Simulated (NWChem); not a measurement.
A series in which one site is exchanged, each optimised at PBE0/def2-SVP with NWChem, gas phase unless a solvent is named. This build's default masses of Se (78.918 u) and Br (79.917 u) are each other's, which moves their modes by up to 0.6 %.

A: [F][Zn][Cl] (ZnClF; site = Cl)
B: [F][ZnH] (ZnHF; site = H)
C: [F][Zn][Br] (ZnBrF; site = Br)
D: [F][Zn][F] (ZnF2; site = F)

Rank them by static polarisability, CAM-B3LYP/def2-SVPD (bohr³), lowest first.

D (19.6), B (23.9), A (33.9), C (41.9)
